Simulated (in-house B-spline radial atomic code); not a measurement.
# The cadmium ion Cd⁺: [Kr] 4d10 5s1

Method: Dirac-Kohn-Sham PBE, spherical fractional occupations, Fermi nucleus of rms radius 4.6087 fm. Calculated with a B-spline radial code for spherical atoms.

Effective charges: Z_r = [3n² - l(l+1)]/(2<r>) from the radius, Z_e = n√(-2ε) from the energy, and Slater's rules. Values are occupation-weighted means over j. An effective charge above Z reflects the relativistic contraction of the inner shells.

```
shell  electrons   ε (eV)  <r> (bohr)    Z_r    Z_e  Slater
   1s          2   -26517      0.0304  49.35  44.15   47.70
   2s          2  -3943.2      0.1313  45.71  34.05   43.85
   2p          6  -3543.2      0.1147  43.60  32.28   43.85
   3s          2  -742.11      0.3581  37.70  22.16   36.75
   3p          6  -610.32      0.3568  35.04  20.09   36.75
   3d         10  -402.02      0.3348  31.36  16.31   26.85
   4s          2  -114.68      0.8794  27.29  11.61   20.25
   4p          6  -75.921      0.9601  23.96   9.45   20.25
   4d         10   -20.51       1.272  16.50   4.91    8.85
   5s          1  -13.057       2.651  14.15   4.90    4.70
```

The least bound orbital is 5s1/2 at -13.06 eV, and it is also the most diffuse (<r> = 2.651 bohr).

Spin-orbit splittings of the orbital energies (j = l + 1/2 above j = l - 1/2 when positive): 2p 192.5 eV, 3p 34.37 eV, 3d 6.984 eV, 4p 5.817 eV, 4d 0.7048 eV.

For the 1s electron the small component carries 3.1 % of the norm, the zero-frequency Breit interaction raises the level by 59.41 eV, self-energy by 33.38 eV, and vacuum polarisation lowers it by 4.257 eV.
